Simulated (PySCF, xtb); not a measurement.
C₂H₃O₂, SMILES CC([O])=O (connectivity only; charge and spin as stated), charge -1, multiplicity 1.

GFN2-xTB run with xtb at its own geometry gives an orbital gap of 5.33 eV.

Coordinates come from a PBE-D3(BJ)/def2-SVPD optimisation. The multiplicity is an assumed one; other spin states were not compared. The isomer is the one that the SMILES or the coordinates give; other isomers of the formula were not compared.

**Question.** What does PBE/def2-TZVPD in PySCF give? (The exact figures need the calculation; the answer reports its results.)

**Answer.** gap 3.23 eV (levels 0.37 and 3.60 eV).
